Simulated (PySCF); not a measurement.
Compound: C6H10N2Si2.
Atom-mapped SMILES: `[N:1]#[C:2][CH2:3][C:4]1=[CH:5][Si@H:6]([NH:7][SiH3:8])[CH:9]=[CH:10]1`

Probes without a nucleus sit at each ring's centroid and 1 Å off its mean plane on both sides; NICS is minus the shielding there, NICSzz its component along the normal. Level: GIAO PBE0/pcSseg-1 (PySCF, non-relativistic, gas phase) on the GFN2-xTB geometry, one conformer.

Ring bond lengths (Å), with Mayer bond orders in brackets: C4–C5 1.337 (1.86), C5–Si6 1.887 (0.86), Si6–C9 1.892 (0.83), C9–C10 1.335 (1.87), C10–C4 1.464 (1.02).

Problem. What do the NICS probes read (ppm)?

Solution. 
| ring | type | NICS(0) | NICS(1), two faces | NICS(1)zz, two faces | rms pucker (Å) | centre to ring atoms, mean (Å) |
| --- | --- | --- | --- | --- | --- | --- |
| C4–C5–Si6–C9–C10 | 5-membered ring with Si; formal bonds 2 double, 3 single | 2.4 | -0.6 / -1.1 | 4.7 / 3.7 | 0.01 | 1.34 |

Problem. What do they say, and how far can they be read as aromaticity?

Solution. 
- C4–C5–Si6–C9–C10: mean NICS(1)zz 4.2 ppm, deshielded. Si6 has four or more neighbours; no verdict on aromaticity is drawn.

Problem. What is the mean of the two in-plane components of NICS at the second NICS(1) probe listed for ring C4–C5–Si6–C9–C10, 1 Å off the ring?

Solution. The isotropic value is a third of the trace: (3 × -1.1 − (3.7))/2 = -3.5 ppm.

Hardware: Arm Neoverse N1, one thread, no GPU, shared host with 64 logical CPUs at a one-minute load of 61. Cost: 2.1 min of wall time (grids of density and orbitals included), 1.1 GiB resident at most. This is the whole shielding run at PBE0/pcSseg-1, SCF included.

Conformer computed: `[N:1]#[C:2][CH2:3][C:4]1=[CH:5][Si@H:6]([NH:7][SiH3:8])[CH:9]=[CH:10]1`: C2–C3–C4–C5 111°, C5–Si6–N7–Si8 171°.
